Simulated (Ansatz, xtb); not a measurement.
C5H6OS: which of two isomers lies lower

We compare I, `CCC(=O)C=C=S`, a singlet, with II, `COc1cccs1`, a singlet. Both are isolated molecules in the gas phase, relaxed with PBE0-D3(BJ)/def2-SVP; each stands in its lowest conformer found.

Task: Which of the two would you expect CCSD(T)/def2-SVP + ΔMP2/def2-TZVPP electronic energies to favour?

Result: Not settled: CCSD(T)/def2-SVP + ΔMP2/def2-TZVPP gives E(II) − E(I) = −6.1 kcal/mol, but this leans on the basis-set step: CCSD(T) alone gives −0.1 kcal/mol.

Level by level:

```tsv
level	geometry	E(II) − E(I) (kcal/mol)	departure from the last row (kcal/mol)	job, with rough time for the two
GFN2-xTB	GFN2-xTB	−20.0	−13.9	optimisation, 0.15 s
HF/STO-3G	GFN2-xTB	−39.9	−33.8	single point, 0.34 s
r2SCAN-D4/def2-SVP	GFN2-xTB	−2.6	+3.5	single point, 3.4 s
PBE0-D3(BJ)/def2-SVP	PBE0-D3(BJ)/def2-SVP	−7.1	−1.0	optimisation, 25 s
HF/def2-SVP	PBE0-D3(BJ)/def2-SVP	−1.6	+4.5	part of the CCSD(T) run
MP2/def2-SVP	PBE0-D3(BJ)/def2-SVP	−2.9	+3.2	part of the CCSD(T) run
CCSD(T)/def2-SVP	PBE0-D3(BJ)/def2-SVP	−0.1	+6.0	single point
CCSD(T)/def2-SVP + ΔMP2/def2-TZVPP	PBE0-D3(BJ)/def2-SVP	−6.1		single point, 53 s
```

As drawn, II has 2 C–O, 3 C∷C, 2 C∷S in place of 3 C–C, 1 C=O, 1 C=C, 1 C=S (∷ is an aromatic bond). Structure I has no ring, II a 5-membered ring (with an aromatic ring).

CCSD(T)/def2-SVP finds them nearly level. The largest departure from CCSD(T)/def2-SVP + ΔMP2/def2-TZVPP is that of HF/STO-3G, 33.8 kcal/mol. The last row adds to CCSD(T) the change of the MP2 difference between the two basis sets, here −6.0 kcal/mol, a large step that makes the value less sure.

With thermal terms from frequencies at re-optimised GFN2-xTB minima (ideal gas, soft modes damped towards free rotors, one conformer each, 298.15 K, 1 atm): the zero-point term adds +0.9 kcal/mol; ΔH is −6.1 and ΔG −3.7 kcal/mol.

The correlated steps freeze 11 core orbitals. Run with Ansatz 0.2.0, xtb 6.7.1; the last row on 4 threads of Arm Neoverse V1 on a shared host.
